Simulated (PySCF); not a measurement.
fluoromethyl(silyloxy)silane (CH7FOSi2), SMILES FC[SiH2]O[SiH3].

Geometry: B3LYP-D3(BJ)/def2-SVP. Other conformers were not sampled.

Calculation: B3LYP/def2-TZVP (PySCF).

Isolated molecule, no solvent.

Task: Estimate the frontier levels, gap, dipole moment and polarisability. (The exact figures need the calculation; the answer reports its results.)

Result: 
The highest occupied level is -8.27 eV and the lowest empty level is -0.59 eV. The orbital gap is 7.68 eV and the dipole moment comes out as 1.59 D. The quadrupole, principal values (traceless, Buckingham form, about the centre of nuclear charge) is -6.88, 2.71, 4.17 D·Å, the mean static polarisability is 66.6 bohr³ (9.87 Å³) and the polarisability, principal values is 61.2, 64.2, 74.5 bohr³.
